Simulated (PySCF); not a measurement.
These compounds are isomers of formula C8H10.

A. SMILES CC1=C[C@@]2(C)C=C[C@@H]12
B. SMILES CCc1ccccc1
C. `CC#CCC=C=CC`

Spectrum 1. 1H NMR (400 MHz, computed): δ 6.95 (m, 1H), 6.90 (m, 1H), 6.45 (s, 1H), 3.25 (m, 1H), 1.92 (s, 3H), 1.51 (s, 3H). 13C{1H} NMR (computed): δ 163.2 (C), 158.5 (CH), 150.0 (CH), 146.8 (CH), 57.3 (CH), 57.1 (C), 19.8 (CH3), 17.7 (CH3).

Spectrum 2. 1H NMR (400 MHz, computed): δ 5.35 (m, 1H), 5.32 (m, 1H), 2.98 (m, 2H), 1.96 (s, 3H), 1.78 (m, 3H). 13C{1H} NMR (computed): δ 216.5 (C), 94.3 (CH), 92.6 (CH), 83.8 (C), 83.6 (C), 24.8 (CH2), 18.8 (CH3), 4.8 (CH3).

Spectrum 3. 1H NMR (400 MHz, computed): δ 7.60 (m, 2H), 7.49 (m, 2H), 7.48 (m, 1H), 2.65 (q, 2H), 1.20 (t, 3H). 13C{1H} NMR (computed): δ 151.4 (C), 134.2 (CH), 133.3 (CH), 131.0 (CH), 35.3 (CH2), 22.6 (CH3).

- shieldings: GIAO PBE0/pcSseg-1
- geometry: GFN2-xTB
- run in PySCF 2.14.0 with density-fitted response routines
- non-relativistic, averaged over atoms made equivalent by symmetry, fast rotation or ring inversion, gas phase, a single conformation

δ = σ(ref) − σ, references computed at the same level: 1H (σref 31.72) and 13C (σref 186.93) against TMS. Where no couplings were computed, multiplicities follow the n + 1 count of equivalent neighbours, and m marks all less simple cases (inequivalent or close neighbours, rings, F or P nearby). Shifts are as computed. Against solution values, carbons near 30 ppm lie about +3 ppm off and those near 130 ppm about +5 ppm. Of 1211 compounds with measured shifts, 218 miss one by over three times the rms of a fit or turn the order of signals round; such compounds aren't used in these exercises.

**Question.** Match each spectrum to its structure.

**Answer.** 1–A, 2–C, 3–B.

- Spectrum 1 (A): 8 13C signals; δC 163.2 is a fully substituted alkene carbon; δC 158.5 is an alkene CH.
- Spectrum 2 (C): 8 13C signals; δC 216.5 is a central carbon of an allene; δC 83.8 is an alkyne carbon.
- Spectrum 3 (B): 6 13C signals; δC 134.2 is an aromatic CH; δC 133.3 is an aromatic CH.
